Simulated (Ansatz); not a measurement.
[Cu(PH3)3]+ (CuP3H9⁺). Total charge 1; singlet. Geometry B3LYP-D4/def2-SVP; atoms count from 1.

```tsv
atom	x (Å)	y (Å)	z (Å)
Cu1	0.000	0.001	-0.002
P2	-0.870	1.190	1.783
H3	-2.247	1.520	1.845
H4	-0.330	2.478	2.030
H5	-0.720	0.643	3.082
P6	-1.355	-0.552	-1.795
H7	-2.098	0.486	-2.414
H8	-2.418	-1.458	-1.550
H9	-0.821	-1.158	-2.960
P10	2.226	-0.636	0.010
H11	3.038	-0.218	-1.074
H12	2.510	-2.024	-0.032
H13	3.086	-0.273	1.077
```

(1) Estimate the Mulliken populations from the PBE0/def2-TZVP orbitals of Ansatz.

(2) And the Mayer bond orders between heavy atoms (over 0.3)?

Answers

(1) 
```csv
atom,charge (e),d electrons
Cu1,-0.02,9.83
P2,-0.10,–
H3,0.15,–
H4,0.15,–
H5,0.15,–
P6,-0.10,–
H7,0.15,–
H8,0.15,–
H9,0.15,–
P10,-0.10,–
H11,0.15,–
H12,0.15,–
H13,0.15,–
```
Mulliken values depend strongly on the basis.

(2) Cu1–P2 0.69 (2.32 Å); Cu1–P6 0.69 (2.31 Å); Cu1–P10 0.69 (2.31 Å).
